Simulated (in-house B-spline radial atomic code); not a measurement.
A fraction x of an electron is removed from 4f in the promethium ion Pm³⁺, starting from [Xe] 4f4 and keeping the highest spin. All numbers are computed (scalar-relativistic (X2C) PBE0, spin-polarised, spherical fractional occupations; Fermi nucleus of rms radius 4.962 fm) with a radial B-spline atomic code at the basis-set limit, not measured.

Caution: exact exchange at fractional occupations of open shells leaves self-interaction of up to several eV.

| x | E(x) - E(0) (eV) | 4f up level (eV) |
| --- | --- | --- |
| 0 | 0.0000 | -33.198 |
| 0.02 | 0.6674 | -33.541 |
| 0.22 | 7.7224 | -37.023 |
| 0.37 | 13.4753 | -39.691 |
| 0.4 | 14.6741 | -40.230 |
| 0.5 | 18.7875 | -42.042 |
| 0.6 | 23.0831 | -43.873 |
| 0.74 | 29.4068 | -46.472 |
| 0.84 | 34.1477 | -48.351 |
| 0.92 | 38.0764 | -49.869 |
